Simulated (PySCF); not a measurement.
**Basis-set dependence of population analyses: `CC[SiH2]B(F)F`**

Species: C2H7BF2Si.
Structure used (PBE0-D3(BJ)/def2-SVP), in Å, numbered top down from 1:
```xyz
13
C2H7BF2Si angstrom
C     -1.8086   -0.0934   -0.2028
C     -0.3877   -0.5146    0.1569
Si     0.9697    0.6222   -0.5002
B      2.7931   -0.1455   -0.0291
F      2.9494   -1.4478    0.1408
F      3.8808    0.5871    0.1196
H     -2.5554   -0.7862    0.2163
H     -1.9588   -0.0691   -1.2936
H     -2.0427    0.9125    0.1802
H     -0.1706   -1.5295   -0.2197
H     -0.2659   -0.5751    1.2526
H      0.8368    2.0077    0.0522
H      0.8835    0.7286   -1.9947
```

PBE0 throughout (PySCF), one geometry, spherical d and f functions. One conformer (not necessarily the lowest) at the PBE0-D3(BJ)/def2-SVP geometry, without solvent, vibrations or thermal averaging. Atoms taken as equivalent share a column and are averaged. The first 7 of 8 kinds of atom are listed.

Mulliken charges (e):

```json
{"basis": "STO-3G", "functions": "41", "C1": "-0.233", "C2": "-0.296", "Si3": "+0.472", "B4": "+0.190", "F5/F6": "-0.117", "H7/H8/H9": "+0.073", "H10/H11": "+0.066"}
{"basis": "6-31G", "functions": "72", "C1": "-0.479", "C2": "-0.635", "Si3": "+0.479", "B4": "+0.500", "F5/F6": "-0.298", "H7/H8/H9": "+0.173", "H10/H11": "+0.198"}
{"basis": "pcSseg-0", "functions": "72", "C1": "-0.625", "C2": "-0.999", "Si3": "+0.412", "B4": "+0.586", "F5/F6": "-0.304", "H7/H8/H9": "+0.236", "H10/H11": "+0.274"}
{"basis": "6-31G*", "functions": "102", "C1": "-0.525", "C2": "-0.549", "Si3": "+0.265", "B4": "+0.501", "F5/F6": "-0.254", "H7/H8/H9": "+0.182", "H10/H11": "+0.194"}
{"basis": "cc-pVDZ", "functions": "123", "C1": "-0.090", "C2": "-0.248", "Si3": "+0.061", "B4": "+0.259", "F5/F6": "-0.094", "H7/H8/H9": "+0.052", "H10/H11": "+0.063"}
{"basis": "def2-SVP", "functions": "123", "C1": "-0.075", "C2": "-0.349", "Si3": "+0.162", "B4": "+0.261", "F5/F6": "-0.097", "H7/H8/H9": "+0.051", "H10/H11": "+0.076"}
{"basis": "aug-cc-pVDZ", "functions": "205", "C1": "+0.412", "C2": "+0.337", "Si3": "-0.737", "B4": "+1.032", "F5/F6": "-0.415", "H7/H8/H9": "-0.157", "H10/H11": "-0.211"}
{"basis": "6-311+G(2d,p)", "functions": "212", "C1": "-0.592", "C2": "-0.344", "Si3": "+0.359", "B4": "+0.545", "F5/F6": "-0.313", "H7/H8/H9": "+0.152", "H10/H11": "+0.157"}
{"basis": "def2-TZVP", "functions": "234", "C1": "-0.370", "C2": "-0.315", "Si3": "+0.033", "B4": "+0.485", "F5/F6": "-0.222", "H7/H8/H9": "+0.129", "H10/H11": "+0.128"}
{"basis": "cc-pVTZ", "functions": "282", "C1": "-0.300", "C2": "-0.261", "Si3": "+0.010", "B4": "+0.418", "F5/F6": "-0.168", "H7/H8/H9": "+0.105", "H10/H11": "+0.104"}
{"basis": "IGLO-III", "functions": "289", "C1": "-0.378", "C2": "-0.425", "Si3": "+0.540", "B4": "+0.607", "F5/F6": "-0.340", "H7/H8/H9": "+0.125", "H10/H11": "+0.139"}
{"basis": "pcSseg-2", "functions": "321", "C1": "-0.069", "C2": "-0.265", "Si3": "+0.479", "B4": "+0.508", "F5/F6": "-0.317", "H7/H8/H9": "+0.040", "H10/H11": "+0.051"}
```

IAO charges (e):

| basis | functions | C1 | C2 | Si3 | B4 | F5/F6 | H7/H8/H9 | H10/H11 |
| --- | --- | --- | --- | --- | --- | --- | --- | --- |
| STO-3G | 41 | -0.391 | -0.496 | +0.581 | +0.219 | -0.153 | +0.129 | +0.126 |
| 6-31G | 72 | -0.422 | -0.502 | +0.418 | +0.474 | -0.287 | +0.145 | +0.154 |
| pcSseg-0 | 72 | -0.412 | -0.517 | +0.383 | +0.464 | -0.270 | +0.143 | +0.155 |
| 6-31G* | 102 | -0.403 | -0.514 | +0.516 | +0.503 | -0.301 | +0.138 | +0.146 |
| cc-pVDZ | 123 | -0.403 | -0.511 | +0.511 | +0.493 | -0.297 | +0.138 | +0.145 |
| def2-SVP | 123 | -0.392 | -0.510 | +0.521 | +0.492 | -0.295 | +0.135 | +0.143 |
| aug-cc-pVDZ | 205 | -0.414 | -0.518 | +0.517 | +0.505 | -0.306 | +0.142 | +0.149 |
| 6-311+G(2d,p) | 212 | -0.417 | -0.529 | +0.544 | +0.506 | -0.309 | +0.143 | +0.150 |
| def2-TZVP | 234 | -0.416 | -0.532 | +0.550 | +0.512 | -0.311 | +0.143 | +0.150 |
| cc-pVTZ | 282 | -0.417 | -0.529 | +0.535 | +0.513 | -0.310 | +0.143 | +0.150 |
| IGLO-III | 289 | -0.418 | -0.532 | +0.551 | +0.509 | -0.311 | +0.143 | +0.150 |
| pcSseg-2 | 321 | -0.416 | -0.532 | +0.548 | +0.512 | -0.311 | +0.143 | +0.150 |

Some averages cover members that differ in this geometry, most widely: F5/F6, Mulliken in aug-cc-pVDZ -0.437 to -0.394 e.

Task: Which scheme is steadiest as the basis changes?

Result: Largest range over the bases for any column: IAO 0.29 e, Mulliken 1.34 e. IAO charges move least and Mulliken charges most, counted in e. Without the minimal STO-3G basis the ranges are IAO 0.17, Mulliken 1.34 e.

Task: How much do the charges still move between the two largest bases, IGLO-III and pcSseg-2?

Result: At most, over all atoms: Mulliken 0.308 e, IAO 0.004 e.

Task: What do the same runs give for the total energy, the frontier levels and the dipole moment?

Result: 
| basis | energy (Eh) | HOMO (eV) | LUMO (eV) | μ (D) |
| --- | --- | --- | --- | --- |
| STO-3G | -586.6888 | -5.17 | 3.61 | 0.29 |
| 6-31G | -593.9968 | -8.50 | -0.75 | 1.71 |
| pcSseg-0 | -593.0891 | -8.82 | -0.97 | 1.37 |
| 6-31G* | -594.0940 | -8.28 | -0.50 | 1.33 |
| cc-pVDZ | -594.1289 | -8.39 | -0.74 | 1.47 |
| def2-SVP | -593.8026 | -8.46 | -0.81 | 1.42 |
| aug-cc-pVDZ | -594.1496 | -8.51 | -1.01 | 1.63 |
| 6-311+G(2d,p) | -594.2297 | -8.55 | -1.05 | 1.67 |
| def2-TZVP | -594.2597 | -8.50 | -0.98 | 1.60 |
| cc-pVTZ | -594.2492 | -8.48 | -0.92 | 1.57 |
| IGLO-III | -594.2678 | -8.51 | -1.01 | 1.63 |
| pcSseg-2 | -594.2657 | -8.52 | -1.02 | 1.63 |

The dipole is fixed by the density alone, so its range of 1.42 D shows that the density itself changes with the basis, not only its division among atoms.
